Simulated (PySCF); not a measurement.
PySCF job for Al(Cl)(Br)(NH2) (AlBrClH₂N), SMILES [NH2][Al]([Cl])[Br], TDDFT-PBE0/def2-SVPD. Geometry optimised at PBE0-D3(BJ)/def2-SVP. The structure was generated by enumeration; whether it is a known compound was not checked. One conformer was computed; it need not be the lowest.

```python
import numpy as np
from pyscf import gto, scf, dft, tdscf

mol = gto.M(
    atom='''
    Al   -0.41392633   -0.61085076    0.00000000
    Cl    1.01476096   -2.14037888    0.00000000
    Br    0.23814638    1.53431771    0.00000000
    N    -2.12056029   -1.01214017    0.00000000
    H    -2.87209707   -0.33216974    0.00000000
    H    -2.48899808   -1.95646811    0.00000000
    ''',
    basis='def2-SVPD',
    charge=0,
    spin=0,
    symmetry=True,
    max_memory=1600,
    verbose=4,
)
mf = dft.RKS(mol, xc='pbe0').density_fit(auxbasis='def2-universal-jkfit')
mf.grids.level = 3
mf.conv_tol = 1e-9
mf.max_cycle = 100
mf.kernel()
mf.grids = dft.Grids(mol).set(level=1).build(with_non0tab=True)  # coarser grid for the response kernel
td = tdscf.TDDFT(mf)
td.singlet = True
td.nstates = 10
td.conv_tol = 1e-4
td.positive_eig_threshold = 1e-6
td.kernel(x0=td.get_init_guess(mf, 15))
td.analyze()
tt = tdscf.TDA(mf)
tt.singlet = False
tt.nstates = 4
tt.conv_tol = 1e-4
tt.positive_eig_threshold = 1e-6
tt.kernel(x0=tt.get_init_guess(mf, 9))
tt.analyze(verbose=3)
```

It prints:

```
PySCF version 2.14.0

[INPUT] verbose = 4
[INPUT] num. atoms = 6
[INPUT] num. electrons = 74
[INPUT] charge = 0
[INPUT] spin (= nelec alpha-beta = 2S) = 0
[INPUT] symmetry True subgroup None
[INPUT] Mole.unit = angstrom
[INPUT] Symbol           X                Y                Z      unit          X                Y                Z       unit  Magmom
[INPUT]  1 Al    -0.413926330000  -0.610850760000   0.000000000000 AA   -0.782207399446  -1.154340639382   0.000000000000 Bohr   0.0
[INPUT]  2 Cl     1.014760960000  -2.140378880000   0.000000000000 AA    1.917620296301  -4.044729886003   0.000000000000 Bohr   0.0
[INPUT]  3 Br     0.238146380000   1.534317710000   0.000000000000 AA    0.450031435757   2.899440259970   0.000000000000 Bohr   0.0
[INPUT]  4 N     -2.120560290000  -1.012140170000   0.000000000000 AA   -4.007278178728  -1.912667720971   0.000000000000 Bohr   0.0
[INPUT]  5 H     -2.872097070000  -0.332169740000   0.000000000000 AA   -5.427476865466  -0.627709835468   0.000000000000 Bohr   0.0
[INPUT]  6 H     -2.488998080000  -1.956468110000   0.000000000000 AA   -4.703524695768  -3.697188899345   0.000000000000 Bohr   0.0

nuclear repulsion = 357.952666734496
point group symmetry = Cs
symmetry origin: [ 3.83052591e-09 -7.66105023e-10  0.00000000e+00]
symmetry axis x: [ 1.0000000e+00 -1.6610966e-09  0.0000000e+00]
symmetry axis y: [1.6610966e-09 1.0000000e+00 0.0000000e+00]
symmetry axis z: [0. 0. 1.]
num. orbitals of irrep A' = 90
num. orbitals of irrep A" = 38
number of shells = 52
number of NR pGTOs = 220
number of NR cGTOs = 128
basis = def2-SVPD
ecp = {}


[settings echo left out]
init E= -3330.83723107446
HOMO (A") = -0.332276679892627  LUMO (A') = -0.0776263373079731  gap/eV = 6.92939
cycle= 1 E= -3331.68758695828  delta_E= -0.85  |g|= 0.477  |ddm|= 4.32
HOMO (A") = -0.222642781567276  LUMO (A') = -0.0347234972735526  gap/eV = 5.11354
cycle= 2 E= -3331.63650075127  delta_E= 0.0511  |g|= 0.665  |ddm|= 1.63
HOMO (A") = -0.307889936028875  LUMO (A') = -0.0384875949922394  gap/eV = 7.33081
cycle= 3 E= -3331.74155188011  delta_E= -0.105  |g|= 0.073  |ddm|= 0.819
HOMO (A") = -0.296233995614985  LUMO (A') = -0.0381426711624009  gap/eV = 7.02302
cycle= 4 E= -3331.74284390656  delta_E= -0.00129  |g|= 0.0242  |ddm|= 0.131
HOMO (A") = -0.298315313114204  LUMO (A') = -0.038780782184813  gap/eV = 7.06229
cycle= 5 E= -3331.74298999071  delta_E= -0.000146  |g|= 0.00458  |ddm|= 0.0391
HOMO (A") = -0.297759025876314  LUMO (A') = -0.0382647928465905  gap/eV = 7.06120
cycle= 6 E= -3331.74299484342  delta_E= -4.85e-06  |g|= 0.0012  |ddm|= 0.0151
HOMO (A") = -0.297936762154621  LUMO (A') = -0.0383733465016798  gap/eV = 7.06308
cycle= 7 E= -3331.74299527515  delta_E= -4.32e-07  |g|= 0.000251  |ddm|= 0.00294
HOMO (A") = -0.297969780593665  LUMO (A') = -0.0383717234738246  gap/eV = 7.06402
cycle= 8 E= -3331.74299529407  delta_E= -1.89e-08  |g|= 7.89e-05  |ddm|= 0.000507
HOMO (A") = -0.297969441239007  LUMO (A') = -0.0383690328155515  gap/eV = 7.06409
cycle= 9 E= -3331.74299529561  delta_E= -1.53e-09  |g|= 1.24e-05  |ddm|= 0.000127
HOMO (A") = -0.297968925917246  LUMO (A') = -0.0383692102716875  gap/eV = 7.06407
cycle= 10 E= -3331.74299529563  delta_E= -2.82e-11  |g|= 1.93e-06  |ddm|= 2.43e-05
HOMO (A") = -0.297968565987433  LUMO (A') = -0.0383691718195021  gap/eV = 7.06406
Extra cycle  E= -3331.74299529563  delta_E= -9.09e-13  |g|= 1.56e-06  |ddm|= 5.79e-06
converged SCF energy = -3331.74299529563
tot grids = 30064
Overwritten attributes  positive_eig_threshold  of <class 'pyscf.tdscf.rks.TDDFT'>


******** <class 'pyscf.tdscf.rks.TDDFT'> for <class 'pyscf.df.df_jk.DFSymAdaptedRKS'> ********
nstates = 10 singlet
deg_eia_thresh = 1.000e-03
wfnsym = None
conv_tol = 0.0001
eigh lindep = 1e-12
eigh level_shift = 0
eigh max_cycle = 100


Excitation energies (eV)
[5.72859592 6.45352859 6.64964154 6.74640759 6.93119104 7.26764365
 7.30041633 7.43091981 7.53287483 7.66439572]

** Singlet excitation energies and oscillator strengths **
Excited State   1:   A"      5.72860 eV    216.43 nm  f=0.0156
      37 -> 38       -0.70158
Excited State   2:   A'      6.45353 eV    192.12 nm  f=0.0286
      36 -> 38       -0.69173
Excited State   3:   A"      6.64964 eV    186.45 nm  f=0.0326
      35 -> 38       -0.69524
Excited State   4:   A'      6.74641 eV    183.78 nm  f=0.0821
      34 -> 38        0.16508
      37 -> 39        0.66992
Excited State   5:   A"      6.93119 eV    178.88 nm  f=0.0000
      36 -> 39        0.70527
Excited State   6:   A'      7.26764 eV    170.60 nm  f=0.1181
      34 -> 38       -0.66191
      35 -> 39       -0.13621
      37 -> 39        0.16310
Excited State   7:   A"      7.30042 eV    169.83 nm  f=0.0281
      37 -> 40       -0.69098
Excited State   8:   A'      7.43092 eV    166.85 nm  f=0.0490
      32 -> 38       -0.15620
      34 -> 38        0.12890
      35 -> 39       -0.65751
Excited State   9:   A"      7.53287 eV    164.59 nm  f=0.0912
      33 -> 38        0.68646
Excited State  10:   A"      7.66440 eV    161.77 nm  f=0.0013
      34 -> 39        0.70287

** Transition electric dipole moments (AU) **
state          X           Y           Z        Dip. S.      Osc.
  1         0.0000     -0.0000      0.3334      0.1112      0.0156
  2        -0.2674      0.3304     -0.0000      0.1807      0.0286
  3        -0.0000      0.0000     -0.4475      0.2002      0.0326
  4        -0.6846     -0.1670     -0.0000      0.4966      0.0821
  5        -0.0000      0.0000      0.0038      0.0000      0.0000
  6        -0.7073     -0.4037     -0.0000      0.6632      0.1181
  7         0.0000     -0.0000      0.3961      0.1569      0.0281
  8        -0.0719      0.5140     -0.0000      0.2694      0.0490
  9        -0.0000     -0.0000      0.7028      0.4940      0.0912
 10         0.0000      0.0000     -0.0834      0.0070      0.0013

** Transition velocity dipole moments (imaginary part, AU) **
state          X           Y           Z        Dip. S.      Osc.
  1        -0.0000     -0.0000      0.0747      0.0056      0.0177
  2        -0.0637      0.0792     -0.0000      0.0103      0.0290
  3         0.0000      0.0000     -0.1102      0.0121      0.0331
  4        -0.1735     -0.0420     -0.0000      0.0319      0.0856
  5        -0.0000     -0.0000      0.0010      0.0000      0.0000
  6        -0.1903     -0.1080     -0.0000      0.0479      0.1195
  7        -0.0000     -0.0000      0.1109      0.0123      0.0306
  8        -0.0202      0.1407     -0.0000      0.0202      0.0493
  9        -0.0000      0.0000      0.1921      0.0369      0.0888
 10         0.0000      0.0000     -0.0239      0.0006      0.0014

** Transition magnetic dipole moments (imaginary part, AU) **
state          X           Y           Z
  1         0.3529     -0.7804     -0.0000
  2        -0.0000     -0.0000     -0.2935
  3         0.5899      0.2362      0.0000
  4        -0.0000      0.0000      0.0771
  5        -0.2461     -0.2035     -0.0000
  6         0.0000     -0.0000      0.3509
  7         0.2425     -0.2245     -0.0000
  8        -0.0000      0.0000     -0.0642
  9         0.5614      0.1413     -0.0000
 10         0.3876     -0.3455     -0.0000
Overwritten attributes  positive_eig_threshold  of <class 'pyscf.tdscf.rks.TDA'>


******** <class 'pyscf.tdscf.rks.TDA'> for <class 'pyscf.df.df_jk.DFSymAdaptedRKS'> ********
nstates = 4 triplet
deg_eia_thresh = 1.000e-03
wfnsym = None
conv_tol = 0.0001
eigh lindep = 1e-12
eigh level_shift = 0
eigh max_cycle = 100


Excitation energies (eV)
[5.36319258 5.70384297 6.18324066 6.32140572]

** Triplet excitation energies and oscillator strengths **
Excited State   1:   A"      5.36319 eV    231.18 nm  f=0.0000
Excited State   2:   A'      5.70384 eV    217.37 nm  f=0.0000
Excited State   3:   A'      6.18324 eV    200.52 nm  f=0.0000
Excited State   4:   A"      6.32141 eV    196.13 nm  f=0.0000
```

The calculation finished and met its thresholds.
